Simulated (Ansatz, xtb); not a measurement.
**Two isomers of C5H9BOSi**

We compare X, `COC1=CBC([SiH3])=C1`, a singlet, with Y, `COB1C=CC([SiH3])=C1`, a singlet. Both are isolated molecules in the gas phase, relaxed with PBE-D3(BJ)/def2-SVP; the shapes shown needn't be the lowest conformers.

X (Å):

| atom | x (Å) | y (Å) | z (Å) |
| --- | --- | --- | --- |
| C | 1.5372 | 2.9056 | -0.0522 |
| C | 0.3874 | 0.8493 | -0.1216 |
| C | -0.7523 | 1.2298 | 0.5502 |
| C | -0.7828 | -1.2065 | -0.1792 |
| C | 0.3703 | -0.5992 | -0.5563 |
| B | -1.6207 | -0.0412 | 0.5854 |
| O | 1.4860 | 1.5352 | -0.4470 |
| Si | -1.2327 | -2.9869 | -0.5027 |
| H | 2.5073 | 3.3006 | -0.4029 |
| H | 0.7054 | 3.4778 | -0.5148 |
| H | 1.4674 | 2.9979 | 1.0523 |
| H | -0.9369 | 2.2350 | 0.9475 |
| H | -2.7231 | -0.1753 | 1.0820 |
| H | -2.5079 | -3.0768 | -1.3020 |
| H | -0.1356 | -3.6888 | -1.2611 |
| H | -1.4698 | -3.7195 | 0.7936 |
| H | 1.2264 | -1.0278 | -1.1049 |

Y (Å):

```yaml
atoms:
  - { symbol: C, position_ang: [-0.0844, 0.6832, 2.5144] }
  - { symbol: C, position_ang: [-1.8712, -0.3562, -0.8213] }
  - { symbol: C, position_ang: [-1.1701, -0.5961, -1.9569] }
  - { symbol: C, position_ang: [0.3264, -0.4157, -1.7742] }
  - { symbol: C, position_ang: [0.6231, -0.0490, -0.4920] }
  - { symbol: B, position_ang: [-0.7819, 0.0274, 0.2639] }
  - { symbol: O, position_ang: [-1.0672, 0.3419, 1.5491] }
  - { symbol: Si, position_ang: [1.5759, -0.6727, -3.1555] }
  - { symbol: H, position_ang: [-0.3013, 1.6980, 2.9067] }
  - { symbol: H, position_ang: [-0.1442, -0.0335, 3.3592] }
  - { symbol: H, position_ang: [0.9430, 0.6669, 2.0957] }
  - { symbol: H, position_ang: [-2.9651, -0.4329, -0.7467] }
  - { symbol: H, position_ang: [-1.5952, -0.8925, -2.9314] }
  - { symbol: H, position_ang: [1.2910, 0.2551, -4.3095] }
  - { symbol: H, position_ang: [2.9635, -0.4128, -2.6378] }
  - { symbol: H, position_ang: [1.4973, -2.0813, -3.6879] }
  - { symbol: H, position_ang: [1.6551, 0.1315, -0.1543] }
```

Task: Which of the two would you expect CCSD(T)/def2-SVP + ΔMP2/def2-TZVPP electronic energies to favour?

Result: Structure Y; the calculation gives E(Y) − E(X) = −1.564 eV.

How the difference moves with the method:

```json
{"level": "GFN2-xTB", "geometry": "GFN2-xTB", "E(Y) − E(X) (eV)": "−0.910", "departure from the last row (eV)": "+0.654", "job, with rough time for the two": "optimisation, 0.58 s"}
{"level": "HF/STO-3G", "geometry": "GFN2-xTB", "E(Y) − E(X) (eV)": "−1.624", "departure from the last row (eV)": "−0.061", "job, with rough time for the two": "single point, 0.78 s"}
{"level": "r2SCAN-D4/def2-SVP", "geometry": "GFN2-xTB", "E(Y) − E(X) (eV)": "−1.465", "departure from the last row (eV)": "+0.099", "job, with rough time for the two": "single point, 8.7 s"}
{"level": "PBE-D3(BJ)/def2-SVP", "geometry": "PBE-D3(BJ)/def2-SVP", "E(Y) − E(X) (eV)": "−1.447", "departure from the last row (eV)": "+0.117", "job, with rough time for the two": "optimisation, 56 s"}
{"level": "HF/def2-SVP", "geometry": "PBE-D3(BJ)/def2-SVP", "E(Y) − E(X) (eV)": "−1.544", "departure from the last row (eV)": "+0.019", "job, with rough time for the two": "part of the CCSD(T) run"}
{"level": "MP2/def2-SVP", "geometry": "PBE-D3(BJ)/def2-SVP", "E(Y) − E(X) (eV)": "−1.611", "departure from the last row (eV)": "−0.047", "job, with rough time for the two": "part of the CCSD(T) run"}
{"level": "CCSD(T)/def2-SVP", "geometry": "PBE-D3(BJ)/def2-SVP", "E(Y) − E(X) (eV)": "−1.626", "departure from the last row (eV)": "−0.062", "job, with rough time for the two": "single point"}
{"level": "CCSD(T)/def2-SVP + ΔMP2/def2-TZVPP", "geometry": "PBE-D3(BJ)/def2-SVP", "E(Y) − E(X) (eV)": "−1.564", "departure from the last row (eV)": "", "job, with rough time for the two": "single point, 4 min"}
```

As drawn, Y has 1 B–O, 1 C–H in place of 1 C–O, 1 B–H.

The levels shown agree on the order. The largest departure from CCSD(T)/def2-SVP + ΔMP2/def2-TZVPP is that of GFN2-xTB, 0.654 eV. The last row adds to CCSD(T) the change of the MP2 difference between the two basis sets, here +0.062 eV.

With thermal terms from frequencies at re-optimised GFN2-xTB minima (ideal gas, soft modes damped towards free rotors, one conformer each, 298.15 K, 1 atm): the zero-point term adds +0.050 eV; ΔH is −1.512 and ΔG −1.528 eV.

The correlated steps freeze 12 core orbitals. Programs: Ansatz 0.2.0, xtb 6.7.1; the last row on 2 threads of Arm Neoverse V1 on a shared host.
